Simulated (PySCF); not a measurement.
**Computed data sheet: Si(OMe)Me3 (`CO[Si](C)(C)C`)**

Si(OMe)Me3, C4H12OSi.
Z-matrix (Å and degrees, PBE0-D3(BJ)/def2-SVP geometry), rows numbered from 1:
```
Si
O   1  1.6788
C   2  1.3942  1  124.47
H   3  1.1068  2  112.53  1   -58.71
H   3  1.1017  2  109.12  1  -177.89
H   3  1.1070  2  112.44  1    62.89
C   1  1.8778  2  109.67  3    59.23
H   7  1.1014  1  110.79  2    55.31
H   7  1.1016  1  111.89  2   -65.25
H   7  1.1019  1  110.79  2   175.00
C   1  1.8782  2  109.81  3   -61.66
H  11  1.1013  1  110.82  2   -54.74
H  11  1.1019  1  110.77  2  -174.45
H  11  1.1016  1  111.79  2    65.74
C   1  1.8667  2  105.04  3   178.77
H  15  1.1009  1  110.73  2    58.56
H  15  1.1008  1  110.72  2   -61.08
H  15  1.1014  1  111.11  2   178.71
```

PBE0-D3(BJ)/def2-SVP geometry optimisation, gas phase (PySCF):

* Rotational constants A, B, C: 3.074, 2.021, 2.017 GHz

**CAM-B3LYP/def2-SVPD ground state and vertical TDDFT (core frozen in the response) (PySCF)**

* Dipole moment: 1.12 D
* HOMO energy: -9.03 eV
* LUMO energy: 1.09 eV
* HOMO–LUMO gap: 10.12 eV
* Lowest singlet excitation: 7.30 eV (170 nm, f = 0.009)
* Strongest line among the 10 lowest singlet transitions: S3 at 8.11 eV (153 nm, f = 0.067)
* Lowest triplet excitation (Tamm–Dancoff): 7.15 eV
* Static isotropic polarisability: 78.7 au
* Electronic spatial extent ⟨r²⟩ about the centre of nuclear charge: 853 bohr²

**B3LYP/pcSseg-1 ground state and GIAO shieldings, non-relativistic (PySCF)**

* 13C chemical shifts (computed TMS as zero) by class: 51.8 (C3), -1.8 (C7/C11/C15) ppm
* 1H chemical shifts (computed TMS as zero) by class: 3.54 (H4/H5/H6), 0.04 (H8/H9/H10/H12/H13/H14/H16/H17/H18) ppm
* Isotropic shieldings of nuclei other than C and H, by class: 309 (O2), 319 (Si1) ppm

From delta-SCF UKS SCAN, pcX-2 on the ionised atom, pcseg-1 elsewhere, spin-free X2C; 2p3/2 from a spin–orbit splitting computed afterwards within the 2p shell (PySCF):

* Core binding energies: Si2p3/2 106.4 (Si1), C1s 289.9 (C7/C11/C15), C1s 292.1 (C3), O1s 537.5 (O2), Si1s 1846.3 (Si1) eV

Monoisotopic mass from the formula: 104.0657 u.

The largest Löwdin shares of the HOMO are 0.45 on O2, 0.11 on C11, 0.10 on C7 and 0.09 on Si1. S1 lies 2.82 eV below the HOMO–LUMO gap; its leading configuration is HOMO→LUMO, weight 0.88. The rotational constants are those of a nearly prolate symmetric top. The vertical singlet–triplet gap S1 − T1 is 0.15 eV (TDDFT singlet less Tamm–Dancoff triplet; S1: HOMO→LUMO, weight 0.88; T1: HOMO→LUMO, weight 0.83). In wavenumbers S1 is 58900 cm⁻¹ (1 eV = 8065.54 cm⁻¹). In atomic units the dipole is 0.44 e·bohr (1 au = 2.5417 D).

 NMR classes are plain means over equivalent atoms (diastereotopic ones count apart unless rotation or inversion swaps them), as if these changed places fast; in this geometry the members of some classes differ.
